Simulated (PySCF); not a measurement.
Compound: C₅H₈NO₂ (doublet state).
SMILES with atom numbers: `[NH2:1][C:2](=[O:3])[C@@H:4]1[CH2:5][CH:6][O:7][CH2:8]1` (hydrogens: H9, H10 on N1; H11 on C4; H12, H13 on C5; H14 on C6; H15, H16 on C8)

Cartesian coordinates in Å at the GFN2-xTB level; atoms count from 1:
```
atom  x, y, z in Å
N1     1.6190    0.1062   -0.9698
C2     1.3185   -0.8423   -0.0595
O3     2.0895   -1.7137    0.2745
C4    -0.0790   -0.7018    0.5425
C5    -1.1504   -0.4828   -0.5358
C6    -1.1336    1.0016   -0.6596
O7    -0.6858    1.5970    0.4927
C8    -0.1856    0.5984    1.3613
H9     0.9263    0.7879   -1.2542
H10    2.5178    0.0846   -1.4213
H11   -0.2640   -1.5791    1.1615
H12   -2.1241   -0.8572   -0.1870
H13   -0.9213   -0.9904   -1.4739
H14   -1.8221    1.5913   -1.2365
H15   -0.8896    0.4787    2.1943
H16    0.7768    0.9305    1.7595
```

The hyperfine couplings belong to this conformer and change with its torsions.

Method used: UKS B3LYP, pcH-1 on C H N O, non-relativistic, mean-field spin-orbit, GIAO (PySCF). One conformer (not necessarily the lowest) at the GFN2-xTB geometry, without solvent, vibrations or thermal averaging. The geometry wasn't refined by DFT: couplings that depend on bond lengths, twists or pyramidal angles can differ widely from those at the functional's own minimum. The SCF solution wasn't tested for stability.

Q: The isotropic 13C couplings are +147.2, -17.4, -5.9, -1.3, +1.1 MHz. Assign them to C2; C4; C5; C6; C8.

A: 
```json
{"site": "C2", "a_iso (MHz)": "-1.3", "ρ(0) (bohr⁻³)": "-0.0012", "position": "3 bonds from C6", "distance from C6 (Å)": "3.13", "spin population": "0.00", "largest |T| (MHz)": "1.2"}
{"site": "C4", "a_iso (MHz)": "+1.1", "ρ(0) (bohr⁻³)": "+0.0010", "position": "2 bonds from C6", "distance from C6 (Å)": "2.34", "spin population": "0.00", "largest |T| (MHz)": "1.6"}
{"site": "C5", "a_iso (MHz)": "-17.4", "ρ(0) (bohr⁻³)": "-0.0155", "position": "1 bond from C6", "distance from C6 (Å)": "1.49", "spin population": "-0.06", "largest |T| (MHz)": "4.4"}
{"site": "C6", "a_iso (MHz)": "+147.2", "ρ(0) (bohr⁻³)": "+0.1309", "position": "largest spin population", "distance from C6 (Å)": "0.00", "spin population": "+0.84", "largest |T| (MHz)": "141.5"}
{"site": "C8", "a_iso (MHz)": "-5.9", "ρ(0) (bohr⁻³)": "-0.0052", "position": "2 bonds from C6", "distance from C6 (Å)": "2.27", "spin population": "-0.01", "largest |T| (MHz)": "2.6"}
```

Q: Match the computed a_iso(17O) values -30.2, -0.7 MHz with the sites O3; O7.

A: 
```json
{"site": "O3", "a_iso (MHz)": "-0.7", "ρ(0) (bohr⁻³)": "+0.0012", "position": "4 bonds from C6", "distance from C6 (Å)": "4.32", "spin population": "+0.01", "largest |T| (MHz)": "2.0"}
{"site": "O7", "a_iso (MHz)": "-30.2", "ρ(0) (bohr⁻³)": "+0.0499", "position": "1 bond from C6", "distance from C6 (Å)": "1.37", "spin population": "+0.15", "largest |T| (MHz)": "75.8"}
```

ρ(0) is the spin density at the nucleus and T the dipolar tensor. Largest spin populations (Mulliken): C6 (+0.84) and O7 (+0.15). The angles at C6 add up to 352.2°, so it is slightly pyramidal.

H9 and H10 aren't averaged: N1 is flat or nearly so (angle sum 360°), and its turn about the short N1–C2 bond (1.35 Å) is taken as slow.

On one thread of an Arm Neoverse V2, no GPU, shared host with 96 logical CPUs at a one-minute load of 48, this took 58 s (with the writing of density and orbital grids) and 1.0 GiB of memory at its peak.
